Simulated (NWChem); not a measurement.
C$_{2}$H$_{4}$GeO; SMILES C1=[CH][GeH2][O]1

```xyz
8

C      0.0017    -1.6078     0.0000
C      1.1275    -0.8577     0.0000
Ge    -0.0426     0.6641     0.0000
O     -1.1327    -0.8697     0.0000
H     -0.1197    -2.6997     0.0000
H      2.1732    -1.1541     0.0000
H     -0.2833     1.4952    -1.2705
H     -0.2833     1.4952     1.2705
```
Atoms are numbered in this order, from 1.

Level: PBE0/def2-SVP (NWChem), optimised geometry, unscaled harmonic frequencies. 

Question: List the harmonic frequencies with IR intensities, and the thermochemistry.

Answer: 
```json
[
 {"frequency (cm⁻¹)": "305", "IR intensity (km/mol)": "14.3"},
 {"frequency (cm⁻¹)": "492", "IR intensity (km/mol)": "30.5"},
 {"frequency (cm⁻¹)": "545", "IR intensity (km/mol)": "0.0"},
 {"frequency (cm⁻¹)": "563", "IR intensity (km/mol)": "21.7"},
 {"frequency (cm⁻¹)": "592", "IR intensity (km/mol)": "95.8"},
 {"frequency (cm⁻¹)": "692", "IR intensity (km/mol)": "16.0"},
 {"frequency (cm⁻¹)": "702", "IR intensity (km/mol)": "30.7"},
 {"frequency (cm⁻¹)": "866", "IR intensity (km/mol)": "36.2"},
 {"frequency (cm⁻¹)": "887", "IR intensity (km/mol)": "76.6"},
 {"frequency (cm⁻¹)": "974", "IR intensity (km/mol)": "8.3"},
 {"frequency (cm⁻¹)": "1034", "IR intensity (km/mol)": "28.8"},
 {"frequency (cm⁻¹)": "1173", "IR intensity (km/mol)": "121.9"},
 {"frequency (cm⁻¹)": "1297", "IR intensity (km/mol)": "10.4"},
 {"frequency (cm⁻¹)": "1597", "IR intensity (km/mol)": "90.8"},
 {"frequency (cm⁻¹)": "2168", "IR intensity (km/mol)": "105.3"},
 {"frequency (cm⁻¹)": "2176", "IR intensity (km/mol)": "119.4"},
 {"frequency (cm⁻¹)": "3172", "IR intensity (km/mol)": "19.6"},
 {"frequency (cm⁻¹)": "3300", "IR intensity (km/mol)": "2.4"}
]
```

The zero-point energy is 32.2 kcal/mol and the thermal correction to the enthalpy at 298.15 K (with zero-point energy) is 35.6 kcal/mol. The heat capacity Cv is 16.1 cal/(mol K) and the entropy at 298.15 K and 1 atm (symmetry number 1) is 69.8 cal/(mol K). The dipole moment is 1.60 D.

Rigid rotor and harmonic oscillator.
